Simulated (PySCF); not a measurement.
Atoms are numbered as in `[CH3:1][O:2][c:3]1[cH:4][cH:5][o:6][cH:7]1` (H(Xn): hydrogen on atom n).

Method: PBE0/pcSseg-1 with gauge-including orbitals, coordinates at the GFN2-xTB level, in PySCF 2.14 (fast rotation and ring inversion assumed for equivalent nuclei, non-relativistic, isolated molecule, a single conformation).

Q: List the cross peaks expected in HSQC, COSY and HMBC spectra.

A: 

HSQC (one-bond C–H):
```
          δH          δC
7.33 (H(C5))  146.6 (C5)
7.00 (H(C7))  125.2 (C7)
6.45 (H(C4))  110.8 (C4)
3.83 (H(C1))   58.4 (C1)
```

COSY cross peaks (H two or three bonds apart, from the bond graph; peaks can be absent where the dihedral angle is near 90°):
```
          δH            δH
7.33 (H(C5))  6.45 (H(C4))
```

HMBC (two and three bonds, from the bond graph):
```
          δH                                  δC
7.33 (H(C5))  159.6 (C3), 125.2 (C7), 110.8 (C4)
7.00 (H(C7))  159.6 (C3), 146.6 (C5), 110.8 (C4)
6.45 (H(C4))  159.6 (C3), 146.6 (C5), 125.2 (C7)
3.83 (H(C1))                          159.6 (C3)
```

References, each an isolated molecule treated in the same way: TMS for ¹H, ¹³C.

Short H···H contacts in this conformer between protons four or more bonds apart (candidates for NOE cross peaks, intensity ∝ r⁻⁶): H(C1)···H(C7) 2.61 Å.

Shifts are as computed. Against solution values, carbons near 30 ppm lie about +3 ppm off and those near 130 ppm about +5 ppm. Of 246 compounds with measured shifts, 49 miss one by over three times the rms of a fit or turn the order of signals round; such compounds aren't used in these exercises.
